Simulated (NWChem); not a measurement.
System: TiHOF3; SMILES [OH][Ti]([F])([F])[F]

NWChem printed, in part:

```
             Northwest Computational Chemistry Package (NWChem) 7.3.0
             --------------------------------------------------------

 C1  symmetry detected

                             Geometry "geometry" -> ""
                             -------------------------

 Output coordinates in angstroms (scale by  1.889725989 to convert to a.u.)

  No.       Tag          Charge          X              Y              Z
 ---- ---------------- ---------- -------------- -------------- --------------
    1 Ti                  22.0000    -0.00010856     0.01677540    -0.01095058
    2 F                    9.0000     1.39754446    -0.71523300    -0.73577154
    3 F                    9.0000    -0.00207264     1.72624312    -0.31275896
    4 F                    9.0000    -1.40930899    -0.71459581    -0.71373661
    5 O                    8.0000     0.01334907    -0.26335196     1.71205105
    6 H                    1.0000     0.02013025    -0.92997186     2.40490843

 Effective nuclear repulsion energy (a.u.)     332.8872233918

  xc_inp: hfexch multiplicative factor not found.

                                 NWChem DFT Module
                                 -----------------

 Summary of "ao basis" -> "ao basis" (spherical)
 ------------------------------------------------------------------------------
       Tag                 Description            Shells   Functions and Types
 ---------------- ------------------------------  ------  ---------------------
 Ti                          6-31g*                 12       34   5s4p2d1f
 F                           6-31g*                  6       14   3s2p1d
 O                           6-31g*                  6       14   3s2p1d
 H                           6-31g*                  2        2   2s

            General Information
            -------------------
          SCF calculation type: DFT
          Wavefunction type:  closed shell.
          No. of atoms     :     6
          No. of electrons :    58
           Alpha electrons :    29
            Beta electrons :    29
          Charge           :     0
          Spin multiplicity:     1
          Use of symmetry is: off; symmetry adaption is: off
          Maximum number of iterations: 150
          AO basis - number of functions:    92
                     number of shells:    38
          Convergence on energy requested:  1.00D-06
          Convergence on density requested:  1.00D-05
          Convergence on gradient requested:  5.00D-04

              XC Information
              --------------
                     Hartree-Fock (Exact) Exchange  1.000

      Superposition of Atomic Density Guess
      -------------------------------------

 Sum of atomic energies:       -1221.67079042

      Non-variational initial energy
      ------------------------------

 Total energy =   -1221.515440
 1-e energy   =   -2346.232574
 2-e energy   =     791.829910
 HOMO         =      -0.528272
 LUMO         =      -0.036182

     ---------------------------------------------
      Total Density - Mulliken Population Analysis
     ---------------------------------------------

    Atom       Charge   Shell Charges
 -----------   ------   -------------------------------------------------------
    1 Ti  22    18.93   2.00  2.00  6.00  2.00  6.00  0.09  0.09  0.04  0.05  0.23  0.41  0.03
    2 F    9     9.79   2.00  0.96  3.57  1.02  2.23  0.01
    3 F    9     9.79   2.00  0.96  3.57  1.02  2.23  0.01
    4 F    9     9.79   2.00  0.96  3.57  1.02  2.23  0.01
    5 O    8     9.27   2.00  0.94  3.28  0.94  2.10  0.01
    6 H    1     0.44   0.35  0.09

   convergence    iter        energy       DeltaE   RMS-Dens  Diis-err
 ---------------- ----- ----------------- --------- --------- ---------
 d= 0,ls=0.0,diis     1  -1222.0274742891 -1.55D+03  1.59D-02  3.09D+00
 d= 0,ls=0.0,diis     2  -1222.0137177418  1.38D-02  7.72D-03  3.78D+00
 d= 0,ls=0.0,diis     3  -1222.3488907355 -3.35D-01  6.90D-04  9.38D-03
 d= 0,ls=0.0,diis     4  -1222.3500835446 -1.19D-03  1.72D-04  6.08D-04
 d= 0,ls=0.0,diis     5  -1222.3501865609 -1.03D-04  9.25D-05  6.26D-05
  Resetting Diis
 d= 0,ls=0.0,diis     6  -1222.3502061546 -1.96D-05  3.10D-05  9.11D-06
 d= 0,ls=0.0,diis     7  -1222.3502085549 -2.40D-06  1.20D-05  1.83D-06
 d= 0,ls=0.0,diis     8  -1222.3502089158 -3.61D-07  4.87D-06  7.62D-07

         Total DFT energy =    -1222.350208915757
      One electron energy =    -2345.925841595842
           Coulomb energy =      870.572048960680
    Exchange-Corr. energy =      -79.883639672425
 Nuclear repulsion energy =      332.887223391830

 Numeric. integr. density =        0.000000000000

                       DFT Final Molecular Orbital Analysis
                       ------------------------------------

 Vector   27  Occ=2.000000D+00  E=-6.286215D-01
              MO Center= -5.4D-03,  1.4D-01, -5.7D-01, r^2= 3.1D+00
   Bfn.  Coefficient  Atom+Function         Bfn.  Coefficient  Atom+Function
  ----- ------------  ---------------      ----- ------------  ---------------
    51      0.384486  3 F  px                38     -0.311443  2 F  py
    66      0.311844  4 F  py                55      0.296244  3 F  px
    42     -0.239905  2 F  py                70      0.240203  4 F  py
    37     -0.198638  2 F  px                65     -0.198010  4 F  px
    41     -0.153210  2 F  px                69     -0.152737  4 F  px

 Vector   28  Occ=2.000000D+00  E=-5.552887D-01
              MO Center=  1.2D-02, -1.1D-01,  1.5D+00, r^2= 1.3D+00
   Bfn.  Coefficient  Atom+Function         Bfn.  Coefficient  Atom+Function
  ----- ------------  ---------------      ----- ------------  ---------------
    80      0.468302  5 O  py                84      0.374942  5 O  py
    81      0.342682  5 O  pz                85      0.278006  5 O  pz
    53     -0.157129  3 F  pz                57     -0.125158  3 F  pz
    19      0.094310  1 Ti d -1               8     -0.091951  1 Ti py
    82      0.076698  5 O  s                 24      0.072263  1 Ti d -1

 Vector   29  Occ=2.000000D+00  E=-5.481107D-01
              MO Center=  1.1D-02, -2.9D-01,  1.5D+00, r^2= 1.3D+00
   Bfn.  Coefficient  Atom+Function         Bfn.  Coefficient  Atom+Function
  ----- ------------  ---------------      ----- ------------  ---------------
    79      0.584486  5 O  px                83      0.473583  5 O  px
    67      0.093293  4 F  pz                39     -0.091830  2 F  pz
     7     -0.090228  1 Ti px                21     -0.082166  1 Ti d  1
    26     -0.075755  1 Ti d  1              37     -0.074433  2 F  px
    65     -0.073250  4 F  px                41     -0.070630  2 F  px

 Vector   30  Occ=0.000000D+00  E= 6.707960D-02
              MO Center=  1.2D-02, -9.7D-01,  1.3D+00, r^2= 9.0D+00
   Bfn.  Coefficient  Atom+Function         Bfn.  Coefficient  Atom+Function
  ----- ------------  ---------------      ----- ------------  ---------------
    14      1.436498  1 Ti s                 10      0.628499  1 Ti s
    17      0.564205  1 Ti pz                16     -0.407406  1 Ti py
     6      0.244421  1 Ti s                 13     -0.229856  1 Ti pz
    82     -0.216906  5 O  s                 12      0.166536  1 Ti py
    85     -0.149244  5 O  pz                40     -0.119220  2 F  s

 Vector   31  Occ=0.000000D+00  E= 8.010046D-02
              MO Center=  1.7D-04,  8.6D-02,  3.4D-02, r^2= 2.0D+00
   Bfn.  Coefficient  Atom+Function         Bfn.  Coefficient  Atom+Function
  ----- ------------  ---------------      ----- ------------  ---------------
    19      0.536323  1 Ti d -1              24      0.380810  1 Ti d -1
    14     -0.374597  1 Ti s                 20      0.299162  1 Ti d  0
    22     -0.254040  1 Ti d  2              16     -0.199000  1 Ti py
    92      0.199608  6 H  s                 25      0.196729  1 Ti d  0
    27     -0.187323  1 Ti d  2              10     -0.126781  1 Ti s

 Vector   32  Occ=0.000000D+00  E= 8.493863D-02
              MO Center=  4.0D-05,  2.6D-02,  1.7D-02, r^2= 2.2D+00
   Bfn.  Coefficient  Atom+Function         Bfn.  Coefficient  Atom+Function
  ----- ------------  ---------------      ----- ------------  ---------------
    21      0.488908  1 Ti d  1              18      0.452762  1 Ti d -2
    15      0.383292  1 Ti px                23      0.335837  1 Ti d -2
    26      0.331080  1 Ti d  1              83      0.142905  5 O  px
    51     -0.136212  3 F  px                11     -0.135044  1 Ti px
    55     -0.131125  3 F  px                79      0.124582  5 O  px

     ---------------------------------------------
      Total Density - Mulliken Population Analysis
     ---------------------------------------------

    Atom       Charge   Shell Charges
 -----------   ------   -------------------------------------------------------
    1 Ti  22    19.78   2.00  2.00  6.00  2.01  6.05  0.06  0.23  0.01  0.04  0.61  0.74  0.05
    2 F    9     9.58   2.00  0.92  3.28  1.07  2.30  0.01
    3 F    9     9.58   2.00  0.92  3.28  1.07  2.30  0.01
    4 F    9     9.58   2.00  0.92  3.28  1.07  2.30  0.01
    5 O    8     8.98   2.00  0.87  2.91  1.02  2.17  0.01
    6 H    1     0.49   0.44  0.05

     -------------------------------------------
      Total Density - Lowdin Population Analysis
     -------------------------------------------

    Atom       Charge   Shell Charges
 -----------   ------   -------------------------------------------------------
    1 Ti  22    20.72   2.00  2.00  5.99  1.90  5.82  0.21  0.61  0.08  0.13  0.54  1.33  0.10
    2 F    9     9.35   1.99  0.93  3.19  0.86  2.35  0.02
    3 F    9     9.35   1.99  0.93  3.19  0.86  2.35  0.02
    4 F    9     9.35   1.99  0.93  3.19  0.86  2.35  0.02
    5 O    8     8.59   1.99  0.84  2.81  0.71  2.21  0.03
    6 H    1     0.63   0.42  0.21

     Multipole analysis of the density
     ---------------------------------

     L   x y z        total         alpha         beta         nuclear
     -   - - -        -----         -----         ----         -------
     0   0 0 0     -0.000000    -29.000000    -29.000000     58.000000

     1   1 0 0      0.007966      0.003983      0.003983      0.000000
     1   0 1 0     -0.559383     -0.279691     -0.279691     -0.000000
     1   0 0 1      0.873090      0.436545      0.436545     -0.000000

     2   2 0 0    -30.287705    -78.450629    -78.450629    126.613553
     2   1 1 0     -0.028677      0.006085      0.006085     -0.040847
     2   1 0 1      0.049979     -0.038440     -0.038440      0.126858
     2   0 2 0    -28.963636    -81.340997    -81.340997    133.718358
     2   0 1 1     -3.330707      0.798797      0.798797     -4.928302
     2   0 0 2    -24.603900    -82.960018    -82.960018    141.316135
```

Level: Hartree-Fock/6-31G* (spherical d). Geometry: optimised at PBE0/def2-SVP.

Question: Reconstruct the input file.

Answer: This is not unique; one that fits is the input that was run:
```
start job
memory heap 200 mb stack 900 mb global 1100 mb
geometry units angstroms noautoz
  Ti    -0.007683     0.005373    -0.033954
  F      1.060026    -0.499731     1.238643
  F      0.533138    -0.633357    -1.554779
  F     -1.595400    -0.593467     0.333746
  O     -0.039681     1.748602    -0.120648
  H     -0.229697     2.560883     0.357445
end
basis spherical
  Ti library 6-31g*
  F library 6-31g*
  O library 6-31g*
  H library 6-31g*
end
dft
  xc hfexch
  iterations 150
  mulliken
end
task dft energy
```
